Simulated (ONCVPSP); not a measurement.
## Pb (Z = 82): ONCV pseudisation with PW91, scalar-relativistic reference atom.

The input file (ONCVPSP 4.0.1):

```
# ATOM AND REFERENCE CONFIGURATION
# atsym  z   nc   nv     iexc    psfile
  Pb 82.00   10    5  -109134      upf
#
#   n    l    f
    1    0    2.00
    2    0    2.00
    2    1    6.00
    3    0    2.00
    3    1    6.00
    3    2   10.00
    4    0    2.00
    4    1    6.00
    4    2   10.00
    4    3   14.00
    5    0    2.00
    5    1    6.00
    5    2   10.00
    6    0    2.00
    6    1    2.00
#
# PSEUDOPOTENTIAL AND OPTIMIZATION
# lmax
    2
#
#   l,   rc,      ep,       ncon, nbas, qcut
    0    1.55    0.00    4    7    7.90
    1    1.50    0.00    4    7    9.20
    2    1.55    0.00    5    9    8.90
#
# LOCAL POTENTIAL
# lloc, lpopt,  rc(5),   dvloc0
    4    5    1.50    3.00
#
# VANDERBILT-KLEINMAN-BYLANDER PROJECTORs
# l, nproj, debl
    0    2    3.80
    1    2    1.10
    2    2    3.30
#
# MODEL CORE CHARGE
# icmod, fcfact, rcfact
    2    0.70    0.75
#
# LOG DERIVATIVE ANALYSIS
# epsh1, epsh2, depsh
   -7.00    5.00    0.04
#
# OUTPUT GRID
# rlmax, drl
    6.00    0.01
#
# TEST CONFIGURATIONS
# ncnf
    4
# nvcnf
#   n    l    f
    5
    5    0    2.00
    5    1    6.00
    5    2   10.00
    6    0    2.00
    6    1    1.00
#
    5
    5    0    2.00
    5    1    6.00
    5    2   10.00
    6    0    2.00
    6    1    0.00
#
    5
    5    0    2.00
    5    1    6.00
    5    2   10.00
    6    0    1.00
    6    1    0.00
#
    5
    5    0    2.00
    5    1    6.00
    5    2    9.00
    6    0    2.00
    6    1    2.00
#
```

Command:

```bash
oncvpsp.x < Pb.dat > Pb.out
```

The program printed (shortened: citation, most of the input echo, consistency checks and plot data are left out):

```
ONCVPSP  (Optimized Norm-Conservinng Vanderbilt PSeudopotential)
scalar-relativistic version 4.0.1

#   n    l    f        energy (Ha)
    1    0    2.00    -3.2392869E+03
    2    0    2.00    -5.7938010E+02
    2    1    6.00    -4.9688824E+02
    3    0    2.00    -1.3908090E+02
    3    1    6.00    -1.1543430E+02
    3    2   10.00    -9.1339077E+01
    4    0    2.00    -3.1487129E+01
    4    1    6.00    -2.3739506E+01
    4    2   10.00    -1.4779413E+01
    4    3   14.00    -4.8871250E+00
    5    0    2.00    -5.3010599E+00
    5    1    6.00    -3.1561640E+00
    5    2   10.00    -7.7937372E-01
    6    0    2.00    -4.4514320E-01
    6    1    2.00    -1.3022313E-01

Reference configufation results
  iterations    23
  all-electron total energy (Ha)   -2.08838073D+04

Begin loop to  construct optimized pseudo wave functions
and semi-local pseudopoentials for all angular momenta

Calculating optimized projector #   1

 for l=   0

    Fraction of norm inside rc  0.984010
    Optimizing pswf for qcut=   7.90 a_B^-1,  ecut=  31.17 Ha
    Residual kinetic energy error=  7.23D-06 Ha

    Energy error per electron        Cutoff
         Ha          eV             Ha
         0.01000     0.27211       16.63
         0.00100     0.02721       22.81
         0.00010     0.00272       26.89
         0.00001     0.00027       31.05

Calculating optimized projector #   2

 for l=   0

    Fraction of norm inside rc  0.147022
    Optimizing pswf for qcut=   7.90 a_B^-1,  ecut=  31.17 Ha
    Residual kinetic energy error=  4.32D-05 Ha

    Energy error per electron        Cutoff
         Ha          eV             Ha
         0.01000     0.27211       16.66
         0.00100     0.02721       24.23
         0.00010     0.00272       29.49
         0.00001     0.00027       58.82

Calculating optimized projector #   1

 for l=   1

    Fraction of norm inside rc  0.933688
    Optimizing pswf for qcut=   9.19 a_B^-1,  ecut=  42.24 Ha
    Residual kinetic energy error=  1.48D-06 Ha

    Energy error per electron        Cutoff
         Ha          eV             Ha
         0.01000     0.27211       13.85
         0.00100     0.02721       26.10
         0.00010     0.00272       33.49
         0.00001     0.00027       38.28

Calculating optimized projector #   2

 for l=   1

    Fraction of norm inside rc  0.036795
    Optimizing pswf for qcut=   9.19 a_B^-1,  ecut=  42.24 Ha
    Residual kinetic energy error=  2.07D-06 Ha

    Energy error per electron        Cutoff
         Ha          eV             Ha
         0.01000     0.27211       10.79
         0.00100     0.02721       15.71
         0.00010     0.00272       31.94
         0.00001     0.00027       38.27

   Wellstate for l =  2  n =  7
     eigenvalue =   2.5206
     asymptotic potential =   3.0206
     half-point radius =  3.2960

Calculating optimized projector #   1

 for l=   2

    Fraction of norm inside rc  0.737134
    Optimizing pswf for qcut=   8.89 a_B^-1,  ecut=  39.54 Ha
    Residual kinetic energy error=  4.44D-06 Ha

    Energy error per electron        Cutoff
         Ha          eV             Ha
         0.01000     0.27211       20.02
         0.00100     0.02721       25.02
         0.00010     0.00272       29.24
         0.00001     0.00027       33.47

Calculating optimized projector #   2

 for l=   2

    Fraction of norm inside rc  0.080061
    Optimizing pswf for qcut=   8.89 a_B^-1,  ecut=  39.54 Ha
    Residual kinetic energy error=  3.79D-06 Ha

    Energy error per electron        Cutoff
         Ha          eV             Ha
         0.01000     0.27211       19.22
         0.00100     0.02721       24.55
         0.00010     0.00272       28.90
         0.00001     0.00027       32.86

Construct Vanderbilt / Kleinmman-Bylander projectors

B matrix Hermiticity error, ll=   0
   1   2    1.1904E-03

  Orthonormal projector coefficients  7.0053E+00 -1.7116E+00

B matrix Hermiticity error, ll=   1
   1   2    4.2363E-04

  Orthonormal projector coefficients  1.0843E+01 -1.9246E+00

B matrix Hermiticity error, ll=   2
   1   2   -5.2004E-04

  Orthonormal projector coefficients -2.3151E+00 -3.4938E-01

Model core correction analysis
  based on d2Exc/dn_idn_j

d2excae - all-electron derivatives

   -3.056644D-02   -2.643045D-02   -1.570680D-02   -2.203478D-03
   -1.062650D-03
   -2.643050D-02   -2.582627D-02   -1.858709D-02   -2.985937D-03
   -1.106509D-03
   -1.570686D-02   -1.858712D-02   -1.924395D-02   -8.642844D-03
   -3.327146D-03
   -2.203463D-03   -2.985848D-03   -8.642385D-03   -2.245993D-02
   -1.676440D-02
   -1.062661D-03   -1.106492D-03   -3.326772D-03   -1.676222D-02
   -2.265730D-02

d2excps - pseudofunction derivatives with no core correction

   -5.515292D-02   -3.530290D-02   -1.802442D-02   -5.088639D-03
   -1.718384D-03
   -3.530476D-02   -3.192046D-02   -2.108554D-02   -3.958044D-03
   -1.515010D-03
   -1.802468D-02   -2.108567D-02   -2.064240D-02   -8.888440D-03
   -3.475079D-03
   -5.090171D-03   -3.957993D-03   -8.887979D-03   -2.279227D-02
   -1.683236D-02
   -1.718568D-03   -1.515014D-03   -3.474706D-03   -1.683019D-02
   -2.268487D-02

rms 2nd derivative error    5.811428E-03

amplitude prefactor, scale prefactor
   17.9440    1.0962

d2excps - pseudofunction derivatives with core correction

   -2.524920D-02   -2.330188D-02   -1.484816D-02   -1.902643D-03
   -9.114777D-04
   -2.330183D-02   -2.498380D-02   -1.899010D-02   -2.794865D-03
   -1.056130D-03
   -1.484816D-02   -1.899013D-02   -2.002351D-02   -8.600602D-03
   -3.330976D-03
   -1.902617D-03   -2.794772D-03   -8.600141D-03   -2.244216D-02
   -1.675321D-02
   -9.114810D-04   -1.056112D-03   -3.330602D-03   -1.675103D-02
   -2.265516D-02

rms 2nd derivative error    1.432140E-03

Pseudoatom total energy -195.562800

Diagnostic tests using Vanderbilt-Kleinman-Bylander pseudopotentials
  1 or more projectors used as specified by nproj input data

   l    rcore       rmatch      e in        delta e   norm test  slope test

   0   1.5543687   1.6015627  -5.3010599   0.0000073   1.0004287   1.0003932
   0   1.5543687   1.6015627  -0.4451432   0.0000045   1.0000433   1.0000319

   1   1.5085653   1.5543687  -3.1561640   0.0000174   1.0002118   1.0002171
   1   1.5085653   1.5543687  -0.1302231   0.0000081   1.0000781   1.0000634

   2   1.5543687   1.6015627  -0.7793737  -0.0000162   1.0001810   1.0001902
   2   1.5543687   1.6015627   2.5206263   0.0000499   1.0003796   1.0003796

 Testing for bound ghosts
   n   l    E NL Schr. Eq   E Basis Diag.   E Cutoff

   1   0       -5.301053       -5.301052     79.37
   2   0       -0.445139       -0.425834     79.37

   2   1       -3.156147       -3.156146     98.64
   3   1       -0.130215       -0.023416     98.64

   3   2       -0.779390       -0.778946    183.63

 Testing for highly-localized positive-energy ghosts
       l    <radius>/rc     E Basis Diag.   E Cutoff

Test configuration 0

   n   l     f        eae           eps        diff
   1   0  2.0000-3239.28693674
   2   0  2.0000 -579.38009748
   2   1  6.0000 -496.88823703
   3   0  2.0000 -139.08089872
   3   1  6.0000 -115.43429794
   3   2 10.0000  -91.33907655
   4   0  2.0000  -31.48712904
   4   1  6.0000  -23.73950640
   4   2 10.0000  -14.77941255
   4   3 14.0000   -4.88712504
   5   0  2.0000   -5.30105990   -5.30105260    7.30D-06
   5   1  6.0000   -3.15616399   -3.15614658    1.74D-05
   5   2 10.0000   -0.77937372   -0.77938993   -1.62D-05
   6   0  2.0000   -0.44514320   -0.44513875    4.45D-06
   6   1  2.0000   -0.13022313   -0.13021501    8.12D-06

    Total energies and differences
      AE_ref= -2.08838073D+04  AE_tst= -2.08838073D+04  dif=  0.00D+00
      PS_ref= -1.95562800D+02  PS_tst= -1.95562800D+02  dif=  8.53D-14
      PSP excitation error= -8.53D-14

Test configuration 1

   n   l     f        eae           eps        diff
   1   0  2.0000-3239.57238076
   2   0  2.0000 -579.66460885
   2   1  6.0000 -497.17282594
   3   0  2.0000 -139.36521138
   3   1  6.0000 -115.71861960
   3   2 10.0000  -91.62335529
   4   0  2.0000  -31.77135564
   4   1  6.0000  -24.02372399
   4   2 10.0000  -15.06360037
   4   3 14.0000   -5.17128132
   5   0  2.0000   -5.58498361   -5.58519622   -2.13D-04
   5   1  6.0000   -3.44022306   -3.44031022   -8.72D-05
   5   2 10.0000   -1.06232925   -1.06235013   -2.09D-05
   6   0  2.0000   -0.71010140   -0.71009999    1.41D-06
   6   1  1.0000   -0.36455372   -0.36454294    1.08D-05

    Total energies and differences
      AE_ref= -2.08838073D+04  AE_tst= -2.08835636D+04  dif=  2.44D-01
      PS_ref= -1.95562800D+02  PS_tst= -1.95319016D+02  dif=  2.44D-01
      PSP excitation error= -1.03D-04

Test configuration 2

   n   l     f        eae           eps        diff
   1   0  2.0000-3239.90994765
   2   0  2.0000 -580.00022762
   2   1  6.0000 -497.50859404
   3   0  2.0000 -139.70037816
   3   1  6.0000 -116.05380214
   3   2 10.0000  -91.95845996
   4   0  2.0000  -32.10627666
   4   1  6.0000  -24.35861290
   4   2 10.0000  -15.39841470
   4   3 14.0000   -5.50601126
   5   0  2.0000   -5.91894004   -5.91979198   -8.52D-04
   5   1  6.0000   -3.77419439   -3.77453966   -3.45D-04
   5   2 10.0000   -1.39338722   -1.39341013   -2.29D-05
   6   0  2.0000   -1.01233898   -1.01237319   -3.42D-05

    Total energies and differences
      AE_ref= -2.08838073D+04  AE_tst= -2.08830667D+04  dif=  7.41D-01
      PS_ref= -1.95562800D+02  PS_tst= -1.94821877D+02  dif=  7.41D-01
      PSP excitation error= -3.35D-04

Test configuration 3

   n   l     f        eae           eps        diff
   1   0  2.0000-3240.35440022
   2   0  2.0000 -580.44042968
   2   1  6.0000 -497.94889997
   3   0  2.0000 -140.14036437
   3   1  6.0000 -116.49379098
   3   2 10.0000  -92.39824967
   4   0  2.0000  -32.54598488
   4   1  6.0000  -24.79819801
   4   2 10.0000  -15.83777567
   4   3 14.0000   -5.94518194
   5   0  2.0000   -6.35611357   -6.36052472   -4.41D-03
   5   1  6.0000   -4.21045941   -4.21178391   -1.32D-03
   5   2 10.0000   -1.81955046   -1.81944069    1.10D-04
   6   0  1.0000   -1.38176319   -1.38222666   -4.63D-04

    Total energies and differences
      AE_ref= -2.08838073D+04  AE_tst= -2.08818717D+04  dif=  1.94D+00
      PS_ref= -1.95562800D+02  PS_tst= -1.93626184D+02  dif=  1.94D+00
      PSP excitation error= -1.01D-03

Test configuration 4

   n   l     f        eae           eps        diff
   1   0  2.0000-3239.80265816
   2   0  2.0000 -579.90134721
   2   1  6.0000 -497.40937614
   3   0  2.0000 -139.59859673
   3   1  6.0000 -115.95194242
   3   2 10.0000  -91.85759838
   4   0  2.0000  -32.00167635
   4   1  6.0000  -24.25377003
   4   2 10.0000  -15.29355258
   4   3 14.0000   -5.40044805
   5   0  2.0000   -5.80069112   -5.79918324    1.51D-03
   5   1  6.0000   -3.64449561   -3.64432448    1.71D-04
   5   2  9.0000   -1.23280153   -1.23299889   -1.97D-04
   6   0  2.0000   -0.79562898   -0.79538765    2.41D-04
   6   1  2.0000   -0.41808469   -0.41806564    1.90D-05

    Total energies and differences
      AE_ref= -2.08838073D+04  AE_tst= -2.08828076D+04  dif=  1.00D+00
      PS_ref= -1.95562800D+02  PS_tst= -1.94562677D+02  dif=  1.00D+00
      PSP excitation error= -4.07D-04
```

The run took about 6.1 s on one core of a shared server CPU.
